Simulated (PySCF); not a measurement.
[MoCl6]2- holds Mo(IV), d2, at total charge -2. The structure is a PBE0-D3(BJ)/def2-SVP, IEF-PCM water geometry optimised for multiplicity 3; coordination octahedral, point group Oh, metal–donor distances 2.40 Å.

The d shell alone is too small an active space for [MoCl6]2- (an active orbital has only 0.61 squared overlap with the free ion's shell): its levels, fitted parameters, g values and moments show what this model gives and aren't sound predictions.

Method (PySCF 2.14, density fitting): CASSCF(2,5) with orbitals averaged over all microstates of the shell, strongly contracted NEVPT2 on the averaged canonical orbitals; basis x2c-TZVPall on the metal, x2c-SVPall elsewhere; spin-free X2C; IEF-PCM water; spin-orbit coupling by state interaction with the mean-field operator over all roots.

CASSCF energies above the lowest CASSCF root:

```csv
state,CASSCF / cm⁻¹
3T1g,0
1T2g,9492
1Eg,9688
1A1g,22077
3T2g,22891
3T1g,30681
1T2g,32150
1T1g,34774
3A2g,47339
1Eg,56812
1A1g,67693
```

Q: How does dynamic correlation (SC-NEVPT2) move these states?

A: 
```csv
state,NEVPT2 / cm⁻¹,shift / cm⁻¹
3T1g,0,0
1T2g,8029,-1464
1Eg,8183,-1505
1A1g,18539,-3537
3T2g,25637,+2746
3T1g,30944,+263
1T2g,32985,+835
1T1g,35066,+292
3A2g,51894,+4556
1Eg,58995,+2183
1A1g,66408,-1286
```

No frequencies were computed for the optimised geometry. Charge-transfer states lie outside this active space and may come lower than some of these levels. The ground state is orbitally degenerate in this regular structure, which would distort (Jahn–Teller). NEVPT2 on the d shell alone tends to put d–d bands too high for such charged or covalently bound ions.
